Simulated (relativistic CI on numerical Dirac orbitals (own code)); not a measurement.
## Hyperfine structure of Sb⁶⁺, mass number 125

Calculated at this level of theory: Dirac-Coulomb-Breit CI, KLI orbitals optimised for each configuration, model QED, unscaled Slater integrals (own radial code, finite nucleus).

Configuration list (outside the closed core [Ar] 3d10): 4s2 4p6 4d9, 4s2 4p6 4d8 5s, 4s2 4p6 4d8 4f, 4s2 4p5 4d10, 4s2 4p6 4d8 5p, 4s2 4p6 4d8 5d, 4s2 4p6 4d8 6s, 4s 4p6 4d10, 4s2 4p6 4d8 6p, 4s2 4p6 4d8 5f, 4s2 4p5 4d9 4f, 4s2 4p6 4d8 6d, 4s2 4p6 4d7 5s 5p, 4s2 4p6 4d8 6f, 4s2 4p6 4d7 5s2, 4s2 4p6 4d6 4f 5s2, 4s2 4p6 4d6 5s2 5p, 4s2 4p6 4d6 5s2 5d, 4s2 4p6 4d6 5s2 6s. Double excitations out of closed p, d and f shells are left out; levels of such configurations are missing from the list, as are those of other unlisted configurations, and high levels can miss mixing partners.

Nuclear spin I = 7/2, μ = 2.63 μN (tables of Stone and Pyykkö). The electronic factors are computed for point nuclear moments, without core polarisation or the Bohr-Weisskopf and QED corrections.

| Level | E (cm⁻¹) | A (MHz) |
| --- | --- | --- |
| 4s2 4p6 4d9 2D_5/2 | 0 | 886.9 |
| 4s2 4p6 4d9 2D_3/2 | 10379 | 2177 |
| 4s2 4p6 4d8 5s 4F_9/2 | 286072 | 4006 |
| 4s2 4p6 4d8 5s 4F_7/2 | 290950 | 162.7 |
| 4s2 4p6 4d8 5s 4F_5/2 | 296388 | 582.9 |
| 4s2 4p6 4d8 5s 4F_3/2 | 298399 | -3847 |
| 4s2 4p6 4d8 5s 2F_7/2 | 300858 | 2894 |
| 4s2 4p6 4d8 5s 4P_1/2 | 314853 | 15820 |

Levels with J = 0, under 50 % of one LS term, or S terms without an open s electron are left out. Small factors come from cancelling terms and can be off by tens of per cent or more.

At this charge configurations can still be misplaced by up to about 7 % of their energy. Levels and lines within the n = 5 or 6 shells can be off by up to 10 % or somewhat more, and those that change n by about 2 %, since core polarisation is missing.

(1) Give the hyperfine levels of 4s2 4p6 4d9 2D_5/2 relative to its centre of gravity.

Results:

(1) With K = F(F + 1) − I(I + 1) − J(J + 1), E = AK/2: F = 1: -9977, F = 2: -8203, F = 3: -5543, F = 4: -1995, F = 5: 2439, F = 6: 7760 MHz.

LS names give the leading component of a level, which can be under half, so a name can repeat, a term be missing and a line seem to break the LS rules.
